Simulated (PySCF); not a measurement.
BH3S, SMILES SB.

The structure is a stationary point at ωB97X-D3(BJ)/def2-TZVP.

Level of theory: ωB97X-D3(BJ)/def2-TZVP in PySCF.

Frequencies are harmonic and unscaled.

Estimate the vibrational spectrum. (An estimate is asked for; the answer gives what the named calculation found.)


```
mode  ν (cm⁻¹)  IR (km/mol)  moving atoms (share of kinetic energy)
----  --------  -----------  --------------------------------------
1          654          7.3                                  H 97 %
2          685         10.4                                  H 92 %
3          834         30.6                  B 52 %, S 26 %, H 22 %
4          965         17.3                          H 75 %, B 24 %
5          980          0.8                          H 81 %, B 14 %
6         1222         59.4                          H 81 %, B 18 %
7         2622         90.4                                  H 96 %
8         2723         74.6                          H 88 %, B 11 %
9         2748          8.2                                  H 96 %
```
